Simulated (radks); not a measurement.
Q: Radial electron density D(r) = 4 pi r^2 rho(r) of an atom or ion with 56 electrons. All-electron calculation, Dirac Kohn-Sham, Slater X-alpha with alpha = 0.667, spin-unpolarised, spherical densities, finite nucleus; Fermi nuclear charge, rms radius of each element as measured or else 0.836 A^(1/3) + 0.57 fm. Program: a radial shooting solver on a logarithmic mesh with Libxc functionals.

r (bohr),D(r) (e/bohr)
0.00259,13.82
0.003427,20.76
0.004534,30.20
0.005999,42.14
0.007874,55.28
0.01042,68.24
0.01379,77.19
0.01824,79.02
0.02413,74.20
0.03168,69.65
0.04191,74.83
0.05546,91.03
0.07338,102.0
0.09631,92.42
0.1274,76.39
0.1686,81.27
0.2231,87.42
0.2952,60.68
0.3875,34.32
0.5127,36.68
0.6783,34.74
0.8975,18.97
1.188,10.50
1.559,7.612
2.062,3.703
2.729,0.8992
3.611,0.09393
4.777,0.003540

What is the nuclear charge?

A: Z = 59. The innermost maximum, from 1s, lies near gamma/Z bohr with gamma = sqrt(1 - (Z/c)^2) = 0.903, here 0.0153 bohr (found: 0.0168), and its height grows with Z. The density is that of the praseodymium ion Pr3+ in [Xe] 4f2; the configuration itself is not fixed sharply by these data, and Z only to a few units. D(r) has 4 maxima, at r = 0.0168, 0.0746, 0.209, 0.578 bohr, and minima at 0.0327, 0.138, 0.423 bohr, inside which lie 2.02, 11.21, 29.07 electrons.
